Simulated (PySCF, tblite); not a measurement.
Isomers of C6H8FOS (doublet state), one GFN2-xTB conformer each. Single-point energies are computed at B3LYP/pcH-1 (PySCF, gas phase, no added dispersion term), electronic only. GFN2-xTB treats the open shell by occupation alone, and not every SCF solution was tested for stability.

Problem. Rank them by B3LYP/pcH-1 energy, lowest first (kcal/mol).
A. `[CH3:1][S@@:2](=[O:3])[C@:4]12[CH:5][C@H:6]([CH2:7]1)[C@H:8]2[F:9]` (doublet state) with C1–S2–C4–C5 -49°
B. `[CH2:1]=[CH:2][C:3]1[CH2:4][C@@H:5]([F:6])[S@:7](=[O:8])[CH2:9]1` (doublet state) with C1–C2–C3–C4 -6°, C2–C3–C4–C5 -163°, C3–C4–C5–F6 -94°, C4–C5–S7–O8 70°, C5–S7–C9–C3 42°

Solution. B (0.0), A (64.4).

As drawn, the higher has a four-membered ring, which the lower lacks. GFN2-xTB itself gives, in the same order: 0.0, 57.4. Both levels put the same isomer lowest.

Problem. What happens when harmonic zero-point energies from GFN2-xTB frequencies are added?

Solution. 
| SMILES | ZPE (kcal/mol) | electronic (kcal/mol) | with ZPE (kcal/mol) |
| --- | --- | --- | --- |
| C=C[C]1C[C@@H](F)[S@](=O)C1 | 78.3 | 0.0 | 0.0 |
| C[S@@](=O)[C@]12[CH][C@H](C1)[C@H]2F | 78.3 | 64.4 | 64.4 |

The zero-point energies span 0.0 kcal/mol. The order is unchanged.
